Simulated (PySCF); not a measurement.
NICS in rings of unrelated molecules.

Probes without a nucleus sit at each ring's centroid and 1 Å off its mean plane on both sides; NICS is minus the shielding there, NICSzz its component along the normal. Level: GIAO PBE0/pcSseg-1 (PySCF, non-relativistic, gas phase) on the GFN2-xTB geometries, one conformer each. Atom numbers follow the mapped SMILES.

Question: Order these rings by mean NICS(1)zz, lowest (most negative) first (ppm).
A. ring Si3–C7–S8–C9 in `[CH3:1][CH2:2][Si:3]1([CH:4]([Cl:5])[Cl:6])[CH2:7][S:8][CH2:9]1`
B. ring Si2–C3–N4–Si6–Si7 in `[NH2:1][Si@@H:2]1[CH2:3][N:4]([SiH3:5])[SiH2:6][SiH2:7]1`
C. ring C1–N2–C3–C4–O5 in `[CH:1]1=[N:2][CH2:3][CH2:4][O:5]1`
D. ring C5–N6–N7–N8–C9 in `[CH3:1][Si:2]([CH3:3])([CH3:4])[c:5]1[nH:6][n:7][n:8][c:9]1[C:10]#[N:11]`
E. ring C2–C3–N4–C6–C7–N8 in `[CH3:1][c:2]1[cH:3][n+:4]([CH3:5])[cH:6][cH:7][n:8]1` (charge +1)
F. ring C2–C3–C4–C6–C7–N8 in `[CH3:1][c:2]1[cH:3][c:4]([OH:5])[cH:6][cH:7][n:8]1`
G. ring C2–Si3–C4–C5 in `[CH3:1][C@@H:2]1[SiH2:3][CH:4]=[C:5]1[C:6]#[C:7][CH:8]1[CH2:9][CH2:10]1`

Answer: D (-33.6), E (-26.3), F (-25.3), C (-7.1), B (-0.5), G (2.9), A (6.4).

```json
{"SMILES": "C[Si](C)(C)c1[nH]nnc1C#N", "ring": "5-membered ring with 3 N; formal bonds all aromatic", "NICS(0)": "-14.0", "NICS(1)": "-13.7", "NICS(1)zz": "-33.6", "HOMA": "0.92", "rms pucker (Å)": "0.00", "ring atoms with four or more neighbours": "0"}
{"SMILES": "Cc1c[n+](C)ccn1", "ring": "6-membered ring with 2 N; formal bonds all aromatic", "NICS(0)": "-6.9", "NICS(1)": "-10.7", "NICS(1)zz": "-26.3", "HOMA": "0.98", "rms pucker (Å)": "0.00", "ring atoms with four or more neighbours": "0"}
{"SMILES": "Cc1cc(O)ccn1", "ring": "6-membered ring with N; formal bonds all aromatic", "NICS(0)": "-8.2", "NICS(1)": "-10.5", "NICS(1)zz": "-25.3", "HOMA": "0.99", "rms pucker (Å)": "0.00", "ring atoms with four or more neighbours": "0"}
{"SMILES": "C1=NCCO1", "ring": "5-membered ring with N and O; formal bonds 1 double, 4 single", "NICS(0)": "-5.5", "NICS(1)": "-3.1", "NICS(1)zz": "-7.1", "HOMA": "–", "rms pucker (Å)": "0.00", "ring atoms with four or more neighbours": "2"}
{"SMILES": "N[Si@@H]1CN([SiH3])[SiH2][SiH2]1", "ring": "5-membered ring with N and 3 Si; formal bonds all single", "NICS(0)": "-3.2", "NICS(1)": "-2.8", "NICS(1)zz": "-0.5", "HOMA": "–", "rms pucker (Å)": "0.17", "ring atoms with four or more neighbours": "4"}
{"SMILES": "C[C@@H]1[SiH2]C=C1C#CC1CC1", "ring": "4-membered ring with Si; formal bonds 1 double, 3 single", "NICS(0)": "-0.1", "NICS(1)": "-2.6", "NICS(1)zz": "2.9", "HOMA": "–", "rms pucker (Å)": "0.00", "ring atoms with four or more neighbours": "2"}
{"SMILES": "CC[Si]1(C(Cl)Cl)CSC1", "ring": "4-membered ring with S and Si; formal bonds all single", "NICS(0)": "-2.8", "NICS(1)": "-0.2", "NICS(1)zz": "6.4", "HOMA": "–", "rms pucker (Å)": "0.03", "ring atoms with four or more neighbours": "3"}
```

NICS(0) gives another order. The isotropic NICS(1) gives the same order. HOMA uses Krygowski's 1993 parameters; it is left out where a ring has a four-coordinate atom, a triple bond, no multiple bond or a kind of bond without parameters. NICS(1) and NICS(1)zz are means over the two faces.
